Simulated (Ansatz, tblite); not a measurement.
Spin states of the cluster AgBr2 (the lowest doublet isomer of a short search), each relaxed with B3LYP-D4/def2-TZVP in Ansatz. Electronic energies in the gas phase.

In the def2 sets Ag takes a core potential; there is no spin–orbit coupling. The xTB rows come from tblite. LC-ωPBE has ω = 0.4 bohr⁻¹. Correlated methods freeze 18 core orbitals; core or outer-core shells of Ag, Br are correlated, in sets that lack core-valence functions. The rows differ in basis, and correlated rows in double-zeta sets carry the largest basis error. In CCSD on the charge 0 doublet the largest single amplitude is 0.46, so its Hartree–Fock determinant may place the open shell otherwise than the density functionals do. The structure comes from a short search, and lower isomers may exist.

Doublet geometry (D∞h within 0.1 Å):

```
atom   x (Å)   y (Å)   z (Å)
 Ag1   0.000   0.001   0.000
 Br2   0.161  -0.873   2.258
 Br3  -0.161   0.873  -2.258
```

Quartet geometry (C2v within 0.1 Å):

```xyz
3

Ag    0.077    0.175    0.272
Br    3.001   -1.821    0.140
Br   -3.078    1.646   -0.412
```

⟨S²⟩: doublet 0.76 at PBE0-D4/def2-TZVP (pure 0.75), quartet 3.76 at PBE0-D4/def2-TZVP (pure 3.75).

Run but left out: HF/def2-SVP, HF/def2-TZVP, MP2/def2-SVP, MP2/def2-TZVP (doublet: a determinant that CCSD turns far, T1 0.051); LDA (SPW92)/def2-TZVP, PBE-D4/def2-TZVP (doublet: an occupied level 0.01 to 0.12 eV above an empty one).

Only these spin states were relaxed. The quartet has other bonds than the doublet, so the gap mixes isomer and spin.

(1) Estimate which spin state lies lowest at each of these levels, and by how much: GFN1-xTB; GFN2-xTB; r2SCAN-D4/def2-TZVP; r2SCANh-D4/def2-TZVP; PBE0-D4/def2-TZVP; CAM-B3LYP-D4/def2-TZVP; LC-ωPBE/def2-TZVP; ωB97X-V/def2-TZVP; CCSD/def2-SVP; CCSD(T)/def2-SVP.

Results:

(1) 
| level | quartet − doublet (kcal/mol) | lowest of these | remarks |
| --- | --- | --- | --- |
| GFN1-xTB | 115.3 | doublet | – |
| GFN2-xTB | 111.5 | doublet | – |
| r2SCAN-D4/def2-TZVP | 107.0 | doublet | – |
| r2SCANh-D4/def2-TZVP | 102.9 | doublet | – |
| PBE0-D4/def2-TZVP | 97.0 | doublet | – |
| CAM-B3LYP-D4/def2-TZVP | 89.4 | doublet | – |
| LC-ωPBE/def2-TZVP | 85.8 | doublet | – |
| ωB97X-V/def2-TZVP | 90.2 | doublet | – |
| CCSD/def2-SVP | 78.3 | doublet | large T1 (0.051) (doublet) |
| CCSD(T)/def2-SVP | 83.1 | doublet | large T1 (0.051) (doublet) |

Change of the quartet − doublet gap on mixing in exact exchange, in kcal/mol: r2SCAN to r2SCANh (10 % exact exchange) -4.0. The xTB methods have no spin-polarisation term.
